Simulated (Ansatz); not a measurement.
Pulling on the O3–H4 bond in CdFHO (SMILES [OH][Cd][F]) (multiplicity 1 held, fragments rigid). Energies count from the point at 0.964 Å.
Geometry at that point (charge 0, multiplicity 1):
```xyz
4

Cd     0.00856     0.00631    -0.00126
F      1.25509     0.92057    -1.17515
O     -1.31760    -0.96698     1.07688
H     -1.16609    -0.85199     2.02158
```

R- and RO- levels are restricted; in cc, def2 and unpolarised 6-31G sets they are followed outwards from rest. Unrestricted levels (U-) break spin symmetry where that is lower. Active spaces are followed from a long bond inwards. Curves can end on different states.

Frozen-core correlation.

Run with Ansatz (a first-principles code) with Gaussian orbitals.  In def2 rows elements past Kr take small-core potentials, without spin–orbit coupling.

Energies in kJ/mol.

```
R (Å)  R-PBE/def2-TZVPP  R-B3LYP/def2-TZVPP  U-wB97X-V/def2-TZVPP  U-SCS-MP2/def2-TZVPP  FIC-MRCISD on CASSCF(4,3)/def2-TZVPP  FIC-MRCISD+Q on CASSCF(4,3)/def2-TZVPP
-----  ----------------  ------------------  --------------------  --------------------  ------------------------------------  --------------------------------------
0.771               155                 146                   146                   147                                   139                                     142
0.867                32                  28                    27                    28                                    24                                      25
0.964                 0                   0                     0                     0                                     0                                       0
1.060                15                  19                    21                    20                                    23                                      22
1.156                54                  62                    65                    63                                    68                                      66
1.301               130                 143                   150                   145                                   150                                     149
1.445               208                 227                   239                   311                                   230                                     231
1.686               326                 352                   373                   446                                   338                                     342
1.927               419                 452                   444                   491                                   407                                     415
2.216               501                 542                   477                   509                                   451                                     462
2.602               573                 624                   492                   517                                   475                                     487
3.084               623                 684                   496                   520                                   483                                     496
```

Doubts at one or more of the structures used: a restricted determinant that unrestricted orbitals would lower (R-PBE/def2-TZVPP, R-B3LYP/def2-TZVPP); a spin-contaminated determinant (U-wB97X-V/def2-TZVPP, U-SCS-MP2/def2-TZVPP); active orbitals that take no part (FIC-MRCISD on CASSCF(4,3)/def2-TZVPP, FIC-MRCISD+Q on CASSCF(4,3)/def2-TZVPP).
